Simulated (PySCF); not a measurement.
Two-component Hartree-Fock for Al(2+) (aluminium, charge +2)

Start: [Ne] 3s1; 3s1/2 filled at m_j = +1/2. Calculated with PySCF 2.14 in x2c-SVPall-2c with one added diffuse shell each of s, p type (5s5p1d, 25 functions): generalised Hartree-Fock with the X2C-1e Hamiltonian and a Gaussian nucleus; one run each with spin-orbit coupling (SO) switched off, then screened by Boettger's factors. This is a chosen level, not necessarily the ground level.

```
spinor shell  electrons  ε, spin-free (eV)  ε, screened SO (eV)  weight of nominal j (screened SO)  rms radius, screened SO (bohr)
       1s1/2          2            -1615.3              -1615.3                              1.000                           0.139
       2s1/2          2            -154.37              -154.37                              1.000                           0.676
       2p1/2          2            -108.01              -108.37                              0.933                           0.671
       2p3/2          4            -108.01              -107.83                              0.966                           0.672
       3s1/2          1            -27.925              -27.925                              1.000                            2.42
```

```tsv
quantity	spin-free	screened SO
E (hartree)	-241.37219	-241.37228
M_J	1/2	1/2
⟨J²⟩	0.750	0.750
⟨L²⟩	0.000	0.000
⟨S²⟩	0.750	0.750
```

Each row is a mean over spinors that exchange with the open shell spreads, by up to 0.715 eV (2s1/2).

Without spin-orbit coupling the j labels of p, d and f shells carry no meaning; the spin-free column gives the mean over the occupied spinors of each nl shell.
